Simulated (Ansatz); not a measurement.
System: SnH2, net charge 0, singlet state. SMILES: [SnH2]
Coordinates optimised at B3LYP-D3(BJ)/def2-TZVP (Ansatz, a quantum-chemistry and plane-wave program):
```xyz
3

Sn     0.0062     0.0000     0.0478
H     -0.1481    -1.2656    -1.1952
H     -0.1642     1.2649    -1.1939
```

Property: atomisation energy (electronic, to ground-state atoms), in kcal/mol. Correlated levels leave the core frozen unless marked. UHF or UKS for open shells. Spin-orbit coupling is left out. Frozen are the shells of the preceding noble gas and the d and f shells that filled before the atom's block. In def2 rows, elements after Kr have scalar-relativistic effective core potentials. STO-3G rows are all-electron and non-relativistic. The coupled-cluster limit lacks core correlation, which all-electron functionals hold. CBS marks a two-point X^-3 extrapolation of the correlation energy; Hartree-Fock from the larger set.

```tsv
level	program	atomisation energy (kcal/mol)
HF/STO-3G	Ansatz	148.6
HF/def2-SVPD	Ansatz	83.4
```

### Question
What does CCSD(T)/CBS(def2-TZVPPD,def2-QZVPPD) (Ansatz) give?

### Answer
128.2 kcal/mol, so HF/def2-SVPD differs from it by -44.8 kcal/mol.
